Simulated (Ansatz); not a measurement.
Cartesian coordinates in Å:
```
F 1.2529 -1.6965 -0.4231
Ti 0.4889 -0.1311 -0.3938
F 1.1291 1.0576 -1.4947
S 0.6690 0.8434 1.6550
S -1.7036 -0.5658 -0.8223
H 0.1657 -0.2555 2.2521
H -2.0020 0.7479 -0.7732
```

Total charge 0; spin multiplicity 1.

(1) List the ωB97M-V/def2-TZVPP orbital energies in eV (the Gaussian-basis code of Ansatz). (Best estimate.)

Results:

(1) Computed: Occupied: -4882.30, -2427.18, -2427.18, -678.12, -678.12, -550.91, -459.46, -459.40, -459.40, -221.19, -221.19, -164.29, -164.29, -164.19, -164.19, -164.15, -164.15, -71.40, -47.18, -46.76, -46.53, -35.62, -35.28, -23.24, -23.03, -16.30, -16.17, -15.70, -15.56, -15.38, -15.04, -14.09, -14.04, -11.68, -11.51, -11.01, -9.95. Lowest empty: -0.89, -0.70, -0.47, 0.33, 0.34, 0.82, 2.33, 2.66.
